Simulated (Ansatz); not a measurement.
Cost and result up the ladder for the cluster B₅H₃ (8 atoms). Charge 0, multiplicity 1. Geometry: PBE-D4/def2-SVP.

Cartesian coordinates in Å:
```
B 1.285 -0.806 -0.283
B -0.212 0.587 1.654
B -0.183 0.082 -0.068
B 1.002 -0.242 1.148
B 0.427 -0.684 -1.574
H -1.033 1.223 2.257
H -0.057 -0.719 -2.671
H -1.228 0.559 -0.463
```

Ansatz on 4 threads of Intel Xeon on a shared host. Times are rough, and most runs start from the orbitals of an earlier one. PBE0-D4/def2-TZVP serves as the yardstick here, not as an exact answer. Binding counts from free atoms at the same level (B doublet, H doublet; other spins of the atoms weren't run), without zero-point energy or a counterpoise term.

B3LYP takes the VWN-RPA correlation. Correlated methods freeze 5 core orbitals. Another isomer (singlet) lies 0.33 eV lower at PBE0-D4/def2-TZVP; other spin states weren't run for this one.

Correlated methods converge slowly with the basis.

```csv
level,functions,wall time,binding energy per atom (eV),difference from PBE0-D4/def2-TZVP (eV)
HF/def2-TZVP,173,0.7 s,2.98,-1.03
PBE-D4/def2-TZVP (with forces),173,1.6 s,4.09,0.07
r2SCAN-D4/def2-TZVP,173,1.6 s,4.03,0.02
B3LYP-D4/def2-TZVP,173,1.6 s,3.92,-0.10
PBE0-D4/def2-TZVP,173,1.7 s,4.02,0.00
CCSD(T)/def2-TZVPP,197,19 s,3.76,-0.26
```
